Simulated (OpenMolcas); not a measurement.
A calculation on Ru2+.

```
Program             : OpenMolcas
Method              : RASSCF
Basis               : ANO-RCC-VTZP [7s6p4d2f1g]
Scalar Hamiltonian  : DKH2, point nucleus
Active space        : 6 electrons in 9 orbitals (RAS2 4d 5s; RAS3 5p, at most 2 electrons)
State averaging     : 2S+1 = 5 even, 30 roots; 2S+1 = 7 even, 1 root kept (CI in the orbitals of an earlier block); 2S+1 = 3 even, 87 roots kept (CI in the orbitals of an earlier block); 2S+1 = 1 even, 85 roots kept (CI in the orbitals of an earlier block); 2S+1 = 5 odd, 54 roots (12 in the spin-orbit step); 2S+1 = 7 odd, 3 roots kept (CI in the orbitals of an earlier block); 2S+1 = 3 odd, 89 roots kept (CI in the orbitals of an earlier block, 0 in the spin-orbit step); 2S+1 = 1 odd, 31 roots kept (CI in the orbitals of an earlier block, 0 in the spin-orbit step)
Spin-orbit coupling : state interaction with AMFI integrals over the reference wave functions, term energies averaged over their components
```

Task: Which level of the active space comes out lowest?

Result: 4d⁶ ⁵D₄, with 99 % of that term; it is also the measured ground level.

Task: How high does 4d⁶ ³P₁(1) lie?

Result: 22603 cm⁻¹ above the lowest level.

Task: How high does 4d⁶ ³H₅ lie?

Result: 19042 cm⁻¹ above the lowest level.

Task: How high does 4d⁵ 5s ⁷S₃ lie?

Result: 19635 cm⁻¹ above the lowest level; measured 27163 cm⁻¹ above the ground level, so the calculation is off by -28 %.

Task: The level at 18933 cm⁻¹ has J = 4. What is it made of, and what is its g factor?

Result: 62 % 4d⁶ ³H₄, 18 % 4d⁶ ³F(1), 14 % 4d⁶ ³G; g = 0.928, against 0.800 from Landé's formula for the pure leading term.

Measured values: Moore, Atomic Energy Levels, vol. III, NSRDS-NBS 35 (1971 reprint of NBS Circular 467, 1958).

Some high roots are left out of the spin-orbit mixing, which shifts the levels that they would mix with. Without dynamic correlation excited terms often stand tens of per cent too high (terms of higher spin than the ground term too low), and those without a measured partner can miss by more than the paired ones. Terms from blocks run as CI alone lack orbitals of their own. A single d shell beside an s shell can misplace configurations of different d count against each other. Computed and measured levels are paired by configuration, term and J; levels that our copy of the source lacks, or whose pairing is in doubt (as where it misses far off the trend of its configuration), stay unpaired and out of the deviations. Only configurations of the active space appear.

A number in round brackets counts repeated terms of one configuration in the order of the reference energies.
